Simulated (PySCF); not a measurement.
antimony atom (Sb), quartet (core potentials on Sb). Base run: PySCF with DF-B3LYP/def2-TZVP.

The PySCF input:
```python
from pyscf import gto, scf, dft

mol = gto.M(
    atom='''
Sb    0.00000000    0.00000000    0.00000000
''',
    basis='def2-tzvp',
    ecp={'Sb': 'def2-tzvp'},
    spin=3,
    verbose=4,
)

mf = dft.UKS(mol)
mf.xc = 'b3lyp'
mf = mf.density_fit(auxbasis='def2-universal-jkfit')
mf.kernel()
```

Each row names what was changed in the base input (with any setting that the change needs).

| change | basis functions | E (Eh) | HOMO (eV) |
|---|---|---|---|
| base | 50 | -240.29380 | -6.14 |
| basis = LANL2DZ | 8 | -5.36542 | -6.15 |
| basis = def2-SV(P) | 26 | -240.28816 | -6.07 |
| basis = def2-SVP | 26 | -240.28816 | -6.07 |
| basis = def2-SVPD | 32 | -240.28861 | -6.08 |
| basis = def2-TZVPP | 50 | -240.29380 | -6.14 |
| basis = def2-TZVPD | 56 | -240.29389 | -6.14 |
| basis = def2-QZVP | 82 | -240.29469 | -6.15 |
| basis = def2-QZVPP | 82 | -240.29469 | -6.15 |

Totals compare only among sets that treat the same electrons; sets with core potentials leave the core out.

Open shells are given as the SCF converged; they aren't shown to be the lowest states, and a large step between rows can be another state.
